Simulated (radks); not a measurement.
Results of a calculation; reference values are marked as such.
The table gives one normalised radial function P(r) = r R(r) (large component) of Xe6+ in [Kr] 4d(3/2: 3, 5/2: 6) 5s2 5p(1/2: 1, 3/2: 0) (r in bohr). Code: a radial shooting solver on a logarithmic mesh with Libxc functionals. Model: Dirac Kohn-Sham, relativistic LDA (MacDonald-Vosko exchange, VWN5 correlation), spin-unpolarised, spherical densities, finite nucleus; Fermi nuclear charge, rms radius 4.7859 fm.

r           P
0.002131   0.0017
0.00323    0.0038
0.004858   0.0082
0.007364   0.0173
0.01116    0.0352
0.01692    0.0678
0.02565    0.1199
0.03889    0.1843
0.05895    0.2208
0.08864    0.1496
0.1344    -0.0833
0.2037    -0.3130
0.3088    -0.1595
0.4681     0.3514
0.7096     0.3992
1.076     -0.3555
1.617     -0.8910
2.452     -0.5536
3.717     -0.1015
5.634     -0.0037

Which n and l does it have? It may be an empty orbital.

Answer. n = 5, l = 1: the number of nodes gives n - l - 1 = 3, the rise at small r points to l (this Dirac orbital starts outside the nucleus as r^gamma with gamma = sqrt((l + 1)^2 - (Z/c)^2) = 1.96; the j = 3/2 orbital of l + 1 starts with the same power, but with a smaller coefficient, and then steepens), and the extent must fit the shell. The curve is that of 5p3/2; the two j differ most near the nucleus, where j = l - 1/2 has the larger amplitude, and in heavy atoms j = l - 1/2 is also the more compact. 5p3/2 (empty): eigenvalue -73.397 eV, 3 radial nodes at r = 0.119, 0.355, 0.909 bohr, <r> = 1.79 bohr, 90 % of the charge inside 2.54 bohr.
